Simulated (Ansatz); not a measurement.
Reaction (substitution at a C–O bond): `CC1=CC(C(F)(F)F)=[O+][Ti-]([OH])([F])([Cl])[O]1` + `[CH3][In]([CH3])[OH]` → `CC1=CC(C(F)(F)F)=[O+][In-]([CH3])([CH3])[O]1` + `[OH][Ti]([OH])([F])[Cl]`

Computed with Ansatz on PBE0-D4/def2-TZVP structures; ΔE is electronic, products minus reactants. CCSD(T)/CBS is the MP2 limit (def2-TZVPP, def2-QZVPP) plus CCSD(T) − MP2 in def2-TZVPP, frozen cores. Functionals use def2-TZVPP. Elements past krypton have def2 core potentials. For In, Ti outer-core shells are correlated without core-valence functions, which leaves a few kJ/mol of doubt a bond. Scalar relativity is left out up to krypton. Each species was taken in one conformer, which may not be the lowest.

`CC1=CC(C(F)(F)F)=[O+][Ti-]([OH])([F])([Cl])[O]1`:

```xyz
19

C     0.079    0.071   -2.743
C     0.004    0.103   -1.254
C     0.643   -0.893   -0.484
C     0.556   -0.857    0.882
C     1.200   -1.962    1.725
F     1.832   -2.862    0.970
F     0.268   -2.597    2.431
F     2.084   -1.439    2.570
O    -0.030    0.024    1.587
Ti   -0.962    1.708    1.207
O    -2.654    1.910    0.683
F    -1.236    1.862    2.932
Cl    0.325    3.453    0.794
O    -0.646    1.039   -0.731
H     0.625   -0.794   -3.114
H    -0.933    0.074   -3.155
H     0.567    0.987   -3.087
H     1.181   -1.692   -0.969
H    -2.904    1.862   -0.245
```

`[CH3][In]([CH3])[OH]`:

```xyz
11

C    -1.737    0.933    0.369
In    0.155   -0.068    0.191
C     1.352   -0.859   -1.394
O     1.104   -0.353    1.936
H    -2.150    0.778    1.366
H    -2.446    0.569   -0.375
H    -1.598    2.005    0.214
H     2.225   -1.347   -0.962
H     1.680   -0.059   -2.060
H     0.786   -1.582   -1.983
H     0.629   -0.017    2.698
```

`CC1=CC(C(F)(F)F)=[O+][In-]([CH3])([CH3])[O]1`:

```xyz
23

C     0.539    2.365   -1.988
C     0.237    1.215   -1.075
C    -0.834    0.358   -1.405
C    -1.231   -0.740   -0.663
C    -2.424   -1.566   -1.174
F    -2.943   -1.098   -2.313
F    -2.049   -2.828   -1.391
F    -3.398   -1.578   -0.263
O    -0.761   -1.198    0.409
In    0.926   -0.384    1.542
C    -0.010    0.662    3.147
C     2.539   -1.688    1.047
O     0.978    1.106   -0.065
H     1.577    2.290   -2.319
H     0.450    3.296   -1.423
H    -0.120    2.400   -2.853
H    -1.384    0.575   -2.307
H     0.364    0.344    4.120
H    -1.085    0.482    3.103
H     0.172    1.731    3.031
H     2.157   -2.498    0.424
H     3.011   -2.114    1.933
H     3.288   -1.132    0.481
```

`[OH][Ti]([OH])([F])[Cl]`:

Cartesian coordinates in Å:
```
O 1.385 0.406 0.299
Ti -0.343 0.055 0.209
O -0.644 -1.069 -1.129
F -0.894 -0.659 1.713
Cl -1.441 1.940 -0.126
H 2.062 0.675 0.920
H -0.126 -1.348 -1.887
```

(1) Is it downhill or uphill in electronic energy at CCSD(T)/CBS, and by how much? (Best estimate.)

(2) What do these levels give: BLYP-D4, CAM-B3LYP-D4, PBE-QIDH, PBE, LC-ωPBE, MP2/def2-TZVPP? (An estimate is asked.)

Largest T1 diagnostic among the species: 0.024, so the coupled-cluster value is less sure than usual.

Results:

(1) Computed: Downhill: ΔE = -68.1 kJ/mol.

(2) Ansatz gave: BLYP-D4 -65.7, CAM-B3LYP-D4 -74.9, PBE-QIDH -75.5, PBE -68.3, LC-ωPBE -80.8, MP2/def2-TZVPP -77.4 kJ/mol.

At CCSD(T), def2-SVP lies −14.2 kJ/mol from the extrapolated value and def2-TZVPP −1.6 kJ/mol. From PBE to PBE0 (25 % exact exchange), in def2-TZVPP and without D4, ΔE moves by −6.0 kJ/mol. In def2-TZVPP, CCSD(T) changes the Hartree–Fock value by +13.4 kJ/mol (the triples alone add +4.1 kJ/mol) and MP2 by +5.8 kJ/mol.
